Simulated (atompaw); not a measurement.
**u(r) = r·R(r): atom against pseudo-atom (tungsten)**

Columns: radius, all-electron u(r) and pseudo u(r) of the 6p shell (level -6.65 eV) of tungsten in the configuration [Kr] 4d10 4f14 5s2 5p6 5d4 6s1 6p0; PBE, non-relativistic, PAW (atompaw) scheme, atompaw 4.2.0.5.

```csv
r (bohr),all-electron,pseudo
0.092,-0.0198,-0.0184
0.185,-0.0819,-0.0725
0.277,0.0631,-0.1556
0.369,0.1464,-0.2594
0.462,0.1189,-0.3748
0.554,0.0306,-0.4875
0.646,-0.0698,-0.5878
0.738,-0.1551,-0.6658
0.831,-0.2148,-0.7148
0.923,-0.2458,-0.7294
1.015,-0.2519,-0.7096
1.108,-0.2371,-0.6571
1.200,-0.2068,-0.5779
1.292,-0.1651,-0.4790
1.385,-0.1155,-0.3669
1.477,-0.0619,-0.2520
1.569,-0.0063,-0.1405
1.662,0.0501,-0.0364
1.754,0.1047,0.0544
1.846,0.1573,0.1320
1.938,0.2072,0.1968
2.031,0.2544,0.2514
2.123,0.2975,0.2971
2.215,0.3372,0.3372
2.308,0.3736,0.3736
2.400,0.4060,0.4060
```

(1) How many radial nodes do the two functions have?

(2) Is the pseudo-wave norm-conserving?

Results:

(1) The all-electron 6p function has n − l − 1 = 4 (the table is too coarse to show those close to the nucleus); the pseudo-wave has 1, since 1 lower shell of the same l stays in the valence.

(2) No, it belongs to a PAW set: the norm inside the radius is not constrained, and the difference is carried by the augmentation charge.
